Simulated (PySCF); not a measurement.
Gas-phase reaction: 2 In(CH3)3.NH3 = InH3 + NH3 + In(CH3)2NH2 + 2 C2H5

Computed with PySCF and rigid-rotor harmonic-oscillator thermochemistry at 1 bar. S°(298 K) at PBE0/def2-TZVP differs from the NASA 1993 table for C2H5 (+9 J/mol/K); whether the harmonic model or the table's entry is off was not settled. † marks an energy on the PBE0/def2-TZVP geometry and frequencies; other levels use their own. MP2 freezes the core. Open shells (unrestricted): C2H5 (multiplicity 2); the rest are closed-shell singlets. B3LYP is the form with VWN-RPA correlation. In: scalar-relativistic def2 core potential, no spin-orbit coupling. Adducts (In(CH3)3.NH3) have no counterpoise correction, and HF, PBE, BLYP, B3LYP and PBE0 lack dispersion. Methyl groups turn as free rotors in In(CH3)2NH2. In(CH3)3.NH3, InH3, In(CH3)2NH2: computed as isolated molecules; such fragments, hydroxides, amides, oligomers or adducts are transient or little studied in the gas. MP2 isn't extrapolated to the basis-set limit; its ΔH°(298 K) is 529.8 kJ in def2-SVP and 555.7 kJ in def2-TZVPP. The harmonic model lacks anharmonicity and excited electronic states, which grow with temperature; levels with a mode under 35 cm⁻¹ are left out. Internal rotation in C2H5 is treated as a harmonic vibration of one conformer, which makes the entropy rough. Soft modes under 120 cm⁻¹ make the harmonic entropy rough for In(CH3)3.NH3, In(CH3)2NH2.

| level | ΔE electronic, kJ | ΔH°(298 K), kJ | ΔS°(298 K), J/K | ΔG°(600 K), kJ |
|---|---|---|---|---|
| B3LYP/def2-TZVP† | 483 | 428 | 397 | 195 |
| BLYP/def2-TZVP† | 466 | 411 | 397 | 178 |
| HF/def2-TZVP† | 358 | 303 | 397 | 70 |
| M06-2X/def2-TZVP† | 576 | 522 | 397 | 288 |
| MP2/def2-SVP† | 584 | 530 | 397 | 296 |
| MP2/def2-TZVPP† | 610 | 556 | 397 | 322 |
| PBE/def2-TZVP† | 519 | 464 | 397 | 231 |
| PBE0/def2-TZVP | 519 | 464 | 397 | 231 |
| LDA/def2-TZVP† | 623 | 569 | 397 | 335 |
| ωB97M-V/def2-TZVP† | 559 | 505 | 397 | 271 |
| ωB97X-V/def2-TZVP† | 549 | 495 | 397 | 261 |
ΔH° is lowest at HF/def2-TZVP† and highest at LDA/def2-TZVP†. No reference value is set beside these.
